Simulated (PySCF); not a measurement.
Working out the excitation energy of Cl²⁺

Cl²⁺ [Ne] 3s2 3p3 (4S) → Cl²⁺ [Ne] 3s1 3p4 (4P). Computed with PySCF 2.14 in x2c-TZVPPall with one added diffuse shell each of s, p, d type (6s6p4d1f, 51 functions), with scalar relativity by spin-free X2C-1e. Frozen: [Ne]. Energies in hartree (1 hartree = 27.21139 eV):

```tsv
part	Cl²⁺ (lower)	Cl²⁺ (upper)
UHF	-459.626944	-459.148072
CCSD correlation	-0.116784	-0.140557
(T)	-0.003328	-0.007538
```

Task: What does Hartree-Fock give?

Result: (-459.148072) − (-459.626944) = 0.478872 hartree = 13.031 eV.

Task: What do CCSD and CCSD(T) give?

Result: The CCSD correlation energies differ by -0.023773 hartree = -0.647 eV and the triples by -0.004210 hartree = -0.115 eV, so CCSD gives 12.384 eV and CCSD(T) 12.269 eV.

The coupled-cluster amplitudes are large, so a single reference is strained.
